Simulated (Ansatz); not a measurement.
Molecule: C$_{3}$H (charge -1, singlet). It need not be the lowest isomer of its formula. SMILES: [C][C][CH-]
Structure (B3LYP-D3(BJ)/def2-TZVP (Ansatz, a first-principles code) minimum search):
```
C
C 1 1.2775
C 1 1.3437 2 174.82
H 3 1.1111 1 109.93 2 180.00
```
Charge -1, spin multiplicity 1.

Property: vertical ionisation energy (to the doublet state of charge +0; each state is the SCF solution reached for its spin; the UHF <S^2> is 1.35 for the doublet (pure: 0.75); for the doublet T1 is 0.080; for the singlet the Hartree-Fock reference is unstable and T1 is 0.022), in eV. Valence correlation only, unless marked. Open shells are spin-unrestricted. Spin-orbit coupling is left out. No relativistic terms. Anions need diffuse functions: aug- sets have them; def2-D sets add few. CBS marks a two-point X^-3 extrapolation of the correlation energy; Hartree-Fock from the larger set. The bracket is a focal-point correction in the basis named.

| level | program | vertical ionisation energy (eV) |
|---|---|---|
| HF/aug-cc-pVQZ | Ansatz | 1.13 |

Task: Estimate the value at RI-MP2/CBS(aug-cc-pVTZ,aug-cc-pVQZ)+[CCSD(T)-MP2]/aug-cc-pVTZ as computed with Ansatz.

Result: 2.52 eV, so HF/aug-cc-pVQZ differs from it by -1.39 eV.
